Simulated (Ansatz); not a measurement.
Stepwise reaction of `[SH][Ga]([Cl])[Cl]` with hydrogen, as a gas-phase model of exchange steps in deposition or etching. ΔE in kJ/mol; ΔG adds harmonic PBE0-D4 terms to CCSD(T)/CBS, at 1 bar.

Gas-phase electronic energies from Ansatz, PBE0-D4/def2-TZVP geometries. CCSD(T)/CBS is the MP2 limit (def2-TZVPP, def2-QZVPP) plus CCSD(T) − MP2 in def2-TZVPP, frozen cores. This one scheme is used for every species. Functionals use def2-TZVPP. B3LYP here is the variant with VWN-RPA as its local correlation; programs differ in this. For Ga outer-core shells are correlated without core-valence functions, which leaves a few kJ/mol of doubt a bond. Scalar relativity is left out up to krypton. Each species was taken in one conformer, which may not be the lowest.

```json
{"step": "2", "reaction": "`[SH][GaH][Cl]` + H₂ → `[SH][GaH2]` + HCl", "PBE-D4": "101.3", "B3LYP-D4": "103.4", "ωB97M-V": "101.5", "CCSD(T)/CBS": "103.6", "ΔG(400 K)": "98.3"}
```

(1) Give the row of step 1, `[SH][Ga]([Cl])[Cl]` + H₂ → `[SH][GaH][Cl]` + HCl. (Estimate.)

(2) By hand: ΔE of the 2 steps together at CCSD(T)/CBS.

Answers

(1) The calculation gave: 
| step | reaction | PBE-D4 | B3LYP-D4 | ωB97M-V | CCSD(T)/CBS | ΔG(400 K) |
| --- | --- | --- | --- | --- | --- | --- |
| 1 | `[SH][Ga]([Cl])[Cl]` + H₂ → `[SH][GaH][Cl]` + HCl | 89.1 | 91.4 | 89.4 | 90.9 | 85.4 |

(2) (90.9) + (103.6) = 194.5 kJ/mol, or 97.2 kJ/mol a step.

In ΔE each step is higher than the one before. All are uphill at CCSD(T)/CBS. ΔG lies between 85.4 and 98.3 kJ/mol a step. PBE-D4 differs from CCSD(T)/CBS by -2.3 to -1.8 kJ/mol a step. Isolated molecules leave out the surface, adducts and barriers. Largest T1 diagnostic: 0.013.
